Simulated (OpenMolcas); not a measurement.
## V2+ in a ligand field

V2+ with 6 ligands (fluoride) in octahedral coordination (Oh) at 2.1 Å. A charge of +0.667 e stands 2.4 Å behind each ligand. Ligand basis ANO-RCC-VDZP.

```yaml
Program: OpenMolcas
Method: CASSCF
Basis: ANO-RCC-VTZP [6s5p3d2f1g]
Scalar_Hamiltonian: DKH2, point nucleus
Active_space: 3 electrons in 5 orbitals (3d)
State_averaging: 2S+1 = 4 even, 10 roots; 2S+1 = 2 even, 40 roots
Spin-orbit_coupling: state interaction with AMFI integrals over the reference wave functions
```

The lowest spin-free states (labels of O, the rotations of Oh), above the lowest:

| State | Degeneracy | E (cm-1) | Free-ion L (%) |
| --- | --- | --- | --- |
| 4A2 | 1 | 0.0 | F (100) |
| 4T2 | 3 | 9298 | F (100) |
| 4T1 | 3 | 15491 | F (89) |
| 2E | 2 | 16742 | G (64) |
| 2T1 | 3 | 17565 | G (48) |
| 2T2 | 3 | 22891 | D (43) |
| 2A1 | 1 | 23602 | G (100) |
| 2T2 | 3 | 26493 | G (50) |
| 4T1 | 3 | 26961 | P (89) |
| 2T1 | 3 | 27224 | H (52) |
| 2E | 2 | 29041 | H (51) |
| 2T1 | 3 | 32257 | P (47) |
| 2T1 | 3 | 36541 | H (71) |
| 2T2 | 3 | 37053 | D (58) |
| 2A2 | 1 | 42237 | F (100) |
| 2T2 | 3 | 43229 | F (84) |
| 2E | 2 | 43430 | D (42) |
| 2T1 | 3 | 47794 | F (86) |
| 2E | 2 | 63882 | D (94) |
| 2T2 | 3 | 66687 | D (92) |

The lowest levels with spin-orbit coupling:

```json
{"E (cm-1)": "0.0", "Degeneracy": "4", "Label": "Γ8", "2S+1": "4", "g": ""}
{"E (cm-1)": "9231", "Degeneracy": "2", "Label": "Γ7", "2S+1": "4", "g": "2.95 2.95 2.95"}
{"E (cm-1)": "9274", "Degeneracy": "4", "Label": "Γ8", "2S+1": "4", "g": ""}
{"E (cm-1)": "9335", "Degeneracy": "4", "Label": "Γ8", "2S+1": "4", "g": ""}
{"E (cm-1)": "9346", "Degeneracy": "2", "Label": "Γ6", "2S+1": "4", "g": "2.39 2.39 2.39"}
{"E (cm-1)": "15389", "Degeneracy": "2", "Label": "Γ7", "2S+1": "4", "g": "1.19 1.19 1.19"}
{"E (cm-1)": "15396", "Degeneracy": "4", "Label": "Γ8", "2S+1": "4", "g": ""}
{"E (cm-1)": "15556", "Degeneracy": "4", "Label": "Γ8", "2S+1": "4", "g": ""}
{"E (cm-1)": "15663", "Degeneracy": "2", "Label": "Γ6", "2S+1": "4", "g": "4.12 4.12 4.12"}
{"E (cm-1)": "16746", "Degeneracy": "4", "Label": "Γ8", "2S+1": "2", "g": ""}
{"E (cm-1)": "17557", "Degeneracy": "4", "Label": "Γ8", "2S+1": "2", "g": ""}
{"E (cm-1)": "17630", "Degeneracy": "2", "Label": "Γ6", "2S+1": "2", "g": "0.49 0.49 0.49"}
{"E (cm-1)": "22879", "Degeneracy": "4", "Label": "Γ8", "2S+1": "2", "g": ""}
{"E (cm-1)": "22948", "Degeneracy": "2", "Label": "Γ7", "2S+1": "2", "g": "0.99 0.99 0.99"}
{"E (cm-1)": "23618", "Degeneracy": "2", "Label": "Γ6", "2S+1": "2", "g": "2.18 2.18 2.18"}
{"E (cm-1)": "26482", "Degeneracy": "2", "Label": "Γ7", "2S+1": "2", "g": "0.65 0.65 0.65"}
{"E (cm-1)": "26505", "Degeneracy": "4", "Label": "Γ8", "2S+1": "2", "g": ""}
{"E (cm-1)": "26816", "Degeneracy": "2", "Label": "Γ6", "2S+1": "4 (85 %)", "g": "2.45 2.45 2.45"}
{"E (cm-1)": "26835", "Degeneracy": "4", "Label": "Γ8", "2S+1": "4 (84 %)", "g": ""}
{"E (cm-1)": "27025", "Degeneracy": "4", "Label": "Γ8", "2S+1": "4", "g": ""}
```

Powder χT (cm3 K/mol): 1.79 at 2 K, 1.79 at 10 K, 1.8 at 50 K, 1.81 at 100 K, 1.83 at 200 K, 1.85 at 300 K. The effective moment at 300 K is 2.828 √(χT) = 3.85 μB.

The lowest level has 2S+1 = 4, for which the spin-only value is χT = S(S+1) / 2 = 1.875 cm3 K/mol (g = 2). The computed 1.850 at 300 K differs by -0.025, through orbital momentum, spin-orbit coupling and any other state in reach.

Metal share of the active 3d orbitals (Löwdin): 94, 94, 97, 97, 97 %; Mulliken charge of the metal 1.70.

A least-squares ligand-field fit to the states below 45000 cm-1, each weighted by its degeneracy and with a free common offset, gives 10Dq = 9632 cm-1, B = 937 cm-1 and C = 3545 cm-1 (C/B = 3.78), with an rms deviation of 134 cm-1.

The same method and metal basis give the free ion B = 959 cm-1 (fit to its terms below 60000 cm-1, rms deviation 74 cm-1), so the nephelauxetic ratio is β = 937 / 959 = 0.98; it hangs on how both fits weigh the states, and computed free-ion B values tend to be too large, so β mixes covalency with correlation.

Without dynamic correlation the repulsion within the d shell is too large (B by tens of per cent), so at a given field states of lower spin stand too high. Ligand-to-metal charge-transfer states are missing. With no ligand orbital active B as a rule stays too high, so bands that hang on it stand too high and its fall with covalency is understated. With metal d orbitals alone and no dynamic correlation the field as a rule comes out too small, by tens of per cent, by up to half for chloride and softer ligands. No measured value stands beside these numbers; the geometry is a model, was not optimised and need not be the one that this ion takes.
